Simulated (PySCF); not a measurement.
C6H16Si, SMILES CC(C)(C)CC[SiH3], GFN2-xTB optimised geometry.

```
23

C      1.39    -0.09     0.00
C     -0.14    -0.09     0.00
C     -0.65     1.35     0.00
C     -0.63    -0.79    -1.27
C     -0.69    -0.87     1.21
C     -0.29    -0.35     2.59
Si    -1.05    -1.37     4.00
H      1.77     0.36    -0.92
H      1.78     0.48     0.84
H      1.77    -1.11     0.06
H     -1.74     1.37     0.04
H     -0.26     1.91     0.85
H     -0.34     1.86    -0.91
H     -0.27    -1.81    -1.31
H     -1.72    -0.80    -1.31
H     -0.27    -0.26    -2.16
H     -0.36    -1.91     1.12
H     -1.78    -0.87     1.14
H     -0.60     0.69     2.69
H      0.80    -0.36     2.68
H     -2.51    -1.31     3.92
H     -0.62    -2.76     3.88
H     -0.61    -0.82     5.28
```

Density from B3LYP/def2-SVP in PySCF at that geometry.

Minimum of the electron density along straight lines between bonded atoms, close to the bond critical point (lines longer than 1.1 times the sum of covalent radii, or with two minima, are not listed):

```tsv
bond	length / Å	ρ at the minimum / e bohr⁻³	∇²ρ there / e bohr⁻⁵	position (fraction from the first atom)
C1–C2	1.530	0.245	-0.56	0.50
C2–C3	1.530	0.245	-0.56	0.50
C2–C4	1.533	0.244	-0.56	0.50
C2–C5	1.542	0.241	-0.55	0.50
C5–C6	1.527	0.242	-0.54	0.50
C6–Si7	1.901	0.113	?	0.62
C1–H8	1.088	0.277	-1.01	0.62
C1–H9	1.087	0.278	-1.01	0.62
C1–H10	1.088	0.277	-1.01	0.62
C3–H11	1.088	0.277	-1.01	0.62
C3–H12	1.087	0.278	-1.01	0.62
C3–H13	1.088	0.277	-1.01	0.62
C4–H14	1.088	0.277	-1.01	0.62
C4–H15	1.088	0.277	-1.01	0.62
C4–H16	1.088	0.277	-1.01	0.62
C5–H17	1.093	0.276	-0.99	0.62
C5–H18	1.093	0.276	-0.99	0.62
C6–H19	1.091	0.272	-0.96	0.62
C6–H20	1.091	0.273	-0.96	0.62
Si7–H21	1.465	0.116	0.33	0.49
Si7–H22	1.465	0.116	0.33	0.49
Si7–H23	1.464	0.116	0.33	0.49
```

Problem. What belongs in the gaps?

Solution. 
- C6–Si7, ∇²ρ there / e bohr⁻⁵: 0.30
